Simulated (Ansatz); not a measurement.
Two members of one family (Same ligands, another metal), computed with Ansatz in the gas phase; def2 core potentials for Nb, no spin–orbit coupling. The two geometries come from different levels. HOMO and LUMO are taken over both spins. Binding counts from free atoms in the multiplicity of their measured ground term, without zero-point energy. A dash marks a value that wasn't run or was left out as unsound. The structures are stationary points that may keep the symmetry of their start.

First: VH4 (doublet, charge 0, PBE0-D4/def2-TZVP geometry).

```
atom   x (Å)   y (Å)   z (Å)
  V1   0.000   0.000   0.000
  H2   1.060   1.209   0.291
  H3   0.907  -1.334   0.259
  H4  -0.641   0.058  -1.501
  H5  -1.326   0.068   0.952
```

| level | HOMO (eV) | LUMO (eV) | gap (eV) | binding per atom (eV) |
| --- | --- | --- | --- | --- |
| PBE-D4/def2-SVP | -5.44 | -5.18 | 0.26 | – |
| PBE-D4/def2-TZVP | -5.50 | -5.25 | 0.25 | – |
| r2SCAN-D4/def2-TZVP | -6.13 | -5.08 | 1.05 | – |
| PBE0-D4/def2-SVP | -8.10 | -3.58 | 4.52 | 1.85 |
| ωB97M-V/def2-TZVP | -10.66 | -1.12 | 9.54 | 1.88 |

Metal–donor distances: 4 × H 1.63 Å.

Second: NbH4 (doublet, charge 0, r2SCAN-D4/def2-TZVP geometry).

```xyz
5

Nb    0.0002    0.0003    0.0001
H    -1.4628    0.1698   -0.9656
H    -0.4120   -1.0839    1.3258
H     0.5494    1.5616    0.6020
H     1.3252   -0.6478   -0.9623
```

**Question.** Estimate the same table for the second.

**Answer.** 
```json
{"level": "PBE-D4/def2-SVP", "HOMO (eV)": "-4.71", "LUMO (eV)": "-4.50", "gap (eV)": "0.21", "binding per atom (eV)": "2.30"}
{"level": "PBE-D4/def2-TZVP", "HOMO (eV)": "-4.74", "LUMO (eV)": "-4.52", "gap (eV)": "0.22", "binding per atom (eV)": "2.30"}
{"level": "r2SCAN-D4/def2-TZVP", "HOMO (eV)": "-5.19", "LUMO (eV)": "-4.38", "gap (eV)": "0.81", "binding per atom (eV)": "2.25"}
{"level": "PBE0-D4/def2-SVP", "HOMO (eV)": "-6.26", "LUMO (eV)": "-3.34", "gap (eV)": "2.93", "binding per atom (eV)": "2.22"}
{"level": "ωB97M-V/def2-TZVP", "HOMO (eV)": "-8.74", "LUMO (eV)": "-1.01", "gap (eV)": "7.74", "binding per atom (eV)": "2.32"}
```

Metal–donor distances: 4 × H 1.76 Å.
